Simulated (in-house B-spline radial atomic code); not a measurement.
A fraction x of an electron is moved 3p → 3d in V²⁺, starting from [Ar] 3d3 and keeping the highest spin. Level of theory: scalar-relativistic (X2C) TPSSh, spin-polarised, spherical fractional occupations, Fermi nucleus of rms radius 3.6002 fm; calculated with a B-spline radial code for spherical atoms.

Caution: exact exchange at fractional occupations of open shells leaves self-interaction of up to several eV.

```tsv
x	E(x) - E(0) (eV)	3p down level (eV)	3d up level (eV)
0	0.0000	-60.089	-22.387
0.125	4.6864	-59.925	-22.646
0.25	9.3194	-59.751	-22.901
0.375	13.8984	-59.568	-23.153
0.5	18.4230	-59.376	-23.400
0.625	?	?	?
0.75	27.3058	-58.966	-23.883
0.875	?	?	?
1	35.9629	-58.520	-24.350
```

What belongs in the row x = 0.625?

An energy change of 22.8923 eV; 3p down at -59.176 eV, 3d up at -23.643 eV.

What belongs in the row x = 0.875?

An energy change of 31.6629 eV; 3p down at -58.747 eV, 3d up at -24.118 eV.

Check Janak's theorem between x = 0.125 and 0.25.

The slope of the energy is 37.06 eV; the orbital levels give 37.06 eV (ε of the receiving orbital less ε of the emptying one, averaged over the two points).
